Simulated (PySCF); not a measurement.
Method: PBE-D3(BJ)/def2-TZVP // r2SCAN-D4/def2-SVP (PySCF 2.14.0). All species are isolated molecules in the gas phase. 

Reference species: [Ti(Cl)3(H)] (neutral, multiplicity 1).

```yaml
charge on the central atom (meta-Löwdin): 0.97 e
coordination_number: 4
mean_distance_from_the_central_atom_to_its_bonded_neighbours: 2.039 Å
charge on the central atom (Mulliken): 0.86 e
```

Changed species: [Ti(Cl)4] (0 of 4 Cl replaced by H; the reference has 1 of 4 Cl replaced by H).

Task: Predict the effect on the charge on the central atom (meta-Löwdin), coordination number, mean distance from the central atom to its bonded neighbours and charge on the central atom (Mulliken).

Result: the charge on the central atom (meta-Löwdin) goes up by 0.04 e, to 1.01 e; the coordination number stays essentially unchanged; the mean distance from the central atom to its bonded neighbours goes up by 0.128 Å, to 2.167 Å; the charge on the central atom (Mulliken) rises by 0.10 e, to 0.96 e.
